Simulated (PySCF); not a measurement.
Gas-phase reaction: 5 GeH3Cl + C2H3Cl = 2 CH3GeH3 + 3 GeH2Cl2

Method: PySCF energies (xtb for GFN2) plus ideal-gas RRHO corrections (1 bar). † marks an energy on the PBE0/def2-TZVP geometry and frequencies; other levels use their own. MP2 and CCSD(T) freeze the core. 6-31G* has spherical d functions here. All species are closed-shell singlets. B3LYP is the form with VWN-RPA correlation. Ge: all electrons, no relativistic terms. MP2 isn't extrapolated to the basis-set limit; its ΔH°(298 K) is -282.1 kJ in def2-SVP and -295.6 kJ in def2-TZVPP. CCSD(T) isn't extrapolated to the basis-set limit; its ΔH°(298 K) is -260.2 kJ in def2-SVP and -276.0 kJ in def2-TZVPP. The harmonic model lacks anharmonicity and excited electronic states, which grow with temperature; levels with a mode under 35 cm⁻¹ are left out. Internal rotation in CH3GeH3 is treated as a harmonic vibration of one conformer, which makes the entropy rough.

```csv
level,"ΔE electronic, kJ","ΔH°(298 K), kJ","ΔS°(298 K), J/K","ΔG°(1200 K), kJ"
B3LYP/6-31G*,-276,-250,-141,-88
B3LYP/def2-TZVP†,-272,-247,-142,-86
CCSD(T)/def2-SVP†,-285,-260,-142,-99
CCSD(T)/def2-TZVPP†,-301,-276,-142,-114
GFN2-xTB,-235,-208,-136,-52
HF/6-31G*,-259,-234,-145,-69
M06-2X/def2-TZVP†,-314,-289,-142,-127
MP2/def2-SVP†,-307,-282,-142,-120
PBE/def2-SVP,-294,-269,-140,-109
r2SCAN/def2-TZVP†,-304,-279,-142,-117
ωB97M-V/def2-TZVP†,-299,-274,-142,-113
```
ΔH° is lowest at M06-2X/def2-TZVP† and highest at GFN2-xTB. No reference value is set beside these.
